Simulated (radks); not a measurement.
Results of a calculation; reference values are marked as such.
Initial-state core-level shifts of neutral iodine when its valence configuration changes from [Kr] 4d10 5s2 5p5. Code: a radial shooting solver on a logarithmic mesh with Libxc functionals. Model: scalar-relativistic Kohn-Sham, r2SCAN, spin-polarised, spherical densities, finite nucleus; open shells are filled with parallel spins first (spin-orbit coupling, left out, can overturn this in heavy ions); meta-GGA in the generalised Kohn-Sham scheme; Fermi nuclear charge, rms radius 4.75 fm. Shifts are changes of the shell-averaged eigenvalues in eV (positive: less bound); the change of the density at the nucleus, which sets a Mossbauer isomer shift, is in e/bohr^3, on a base of 2.569e+05.

valence               2s      3p      4s      4p  density at nucleus
4d9 5s2 5p6       -9.866  -9.382  -7.608  -7.233              +27.82
4d9.5 5s2 5p5.5   -4.907  -4.675  -3.818  -3.632              +13.71
4d10 5s1 5p6      -1.463  -1.477  -1.446  -1.434              -68.23
4d10 5s1.5 5p5.5  -0.730  -0.738  -0.723  -0.717              -34.19
